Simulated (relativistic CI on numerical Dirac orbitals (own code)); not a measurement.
Sc+ in a cubic cluster: L2,3 absorption with charge transfer

Computed with a charge-transfer multiplet model of a cubic metal-ligand cluster with up to one ligand hole, Slater and spin-orbit integrals from Dirac-Coulomb-Breit ions, Slater integrals scaled by 0.9. The ground state mixes d2 with configurations of k ligand holes L, whose averages lie at kΔ + k(k − 1)U_dd/2; a core hole lowers each added d electron by U_cd. 300 K, Lorentzian 0.4 eV and Gaussian 0.3 eV FWHM.

Atomic integrals in eV (Slater integrals scaled, ζ unscaled), ground: F2dd 5.299, F4dd 3.246, zeta_d 0.005; with the core hole: F2dd 6.374, F4dd 3.923, zeta_d 0.011, zeta_core 3.011, F2cd 3.248, G1cd 2.202, G3cd 1.246.

Cluster parameters (eV): Δ = 8.5, U_cd = 5.9, 10Dq = 0.75, 10Dq(ligand) = 0.1, V(eg) = 1.45, V(t2g) = -0.66, final-state hopping factor = 1.

| Case | n_d | d2 | d3L | S |
| --- | --- | --- | --- | --- |
| U_dd = 3.1 eV | 2.10 | 0.90 | 0.10 | 1.00 |
| U_dd = 5.2 eV | 2.10 | 0.90 | 0.10 | 1.00 |
| U_dd = 6.6 eV | 2.10 | 0.90 | 0.10 | 1.00 |

Weights, n_d and S are thermal averages at 300 K. Photon energies count from the first peak over 30 % of the highest in each spectrum, which can be another peak from case to case. The parameters are a model scan and need not match a compound or its usual spin state. Peaks in eV (height, largest 100):
- U_dd = 3.1 eV: -2.3 (10), 0.0 (100), 2.1 (32), 3.9 (60), 4.6 (62)
- U_dd = 5.2 eV: -2.3 (9), 0.0 (100), 2.1 (32), 3.9 (59), 4.5 (61)
- U_dd = 6.6 eV: -2.3 (9), 0.0 (100), 2.1 (32), 3.9 (59), 4.6 (61), 4.9 (60)

For the case U_dd = 5.2 eV, Δ = 8.5 eV is larger than U_dd = 5.2 eV, the Mott-Hubbard side of the Zaanen-Sawatzky-Allen scheme. With the core hole the configuration with one ligand hole lies at Δ + U_dd − U_cd = 5.7, 7.8, 9.2 eV from the one without, in the order of the table; where this is negative the screened configuration lies lower.
